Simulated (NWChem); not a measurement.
CaClF; SMILES [F][Ca][Cl]

**Question.** Give the equilibrium geometry at PBE0/def2-SVP (NWChem) as a list of bonds and angles, with the point group.

**Answer.** point group Cs; any orientation.
Bond lengths (Å): Ca1–F2 1.955, Ca1–Cl3 2.465. Bond angles (°): F2–Ca1–Cl3 152.6.
